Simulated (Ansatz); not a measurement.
The cluster Sn2Au was relaxed with B3LYP-D4 (def2-TZVP) in Ansatz in these states: neutral doublet, neutral quartet. The geometries follow in no particular order.

In the def2 sets Au, Sn take a core potential; there is no spin–orbit coupling.

A:

```xyz
3

Au   -1.115   -0.012   -0.800
Sn   -0.355    0.573    1.662
Sn    1.469   -0.561   -0.862
```

B:

| atom | x (Å) | y (Å) | z (Å) |
| --- | --- | --- | --- |
| Au1 | 1.079 | 0.901 | -0.696 |
| Sn2 | -0.500 | -1.348 | -0.752 |
| Sn3 | -0.579 | 0.447 | 1.448 |

**Question.** Judge from the bond lengths which geometry belongs to which state (an estimate).

**Answer.** A is the neutral quartet (Sn2–Sn3 3.314 Å, Au1–Sn2 2.643 Å, Au1–Sn3 2.643 Å); B is the neutral doublet (Sn2–Sn3 2.841 Å, Au1–Sn2 2.748 Å, Au1–Sn3 2.748 Å).

At PBE0-D4/def2-TZVP a doublet lies 0.87 eV below the neutral quartet. These are the stationary points nearest to one start from a short search; other shapes may lie lower in each state.
